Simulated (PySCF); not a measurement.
**Computed properties of MgHCl, SMILES [MgH][Cl]**

MgHCl, SMILES [MgH][Cl]. The structure is a stationary point at r2SCAN-D4/def2-TZVPD. One conformer was computed; it need not be the lowest. All values are computed for the isolated molecule unless a solvent is named; none is compared with measurement here.

**Structure.** The optimised structure has C∞v symmetry. All 4 harmonic modes at r2SCAN-D4/def2-TZVPD (PySCF) are real, so it is a minimum.

**Vibrations.** The strongest infrared lines (harmonic, unscaled, degenerate partners summed) lie at 310 cm⁻¹ (534 km/mol, H 87 %, Mg 11 %), 1670 cm⁻¹ (166 km/mol, H 96 %), 477 cm⁻¹ (52 km/mol, Mg 56 %, Cl 42 %). The softest mode is at 310 cm⁻¹ and the zero-point energy is 4.0 kcal/mol.

**Electronic structure.** r2SCAN/def2-TZVPD (PySCF) places the frontier levels at -7.32 and -1.20 eV, a gap of 6.12 eV, and gives a dipole moment of 1.52 D and a mean polarisability of 42.8 bohr³.

**Excitations.** TDA-B3LYP/def2-TZVPD (PySCF) has S1 at 6.06 eV (205 nm, f = 0.045, weak); the most intense of the 10 singlets computed lies at 6.47 eV (f = 0.34). Strengths of degenerate partners are summed. T1 (TDA) is at 4.97 eV, 1.09 eV under S1. No vertical singlet excitation falls in the visible range (under 3.1 eV).

**NMR.** GIAO shifts at KT2/pcSseg-2 (PySCF) (non-relativistic, atoms alike by connectivity averaged): ¹H at 4.9 ppm against TMS. Without spin–orbit terms, shifts of atoms bonded to Cl or Br come out too high.
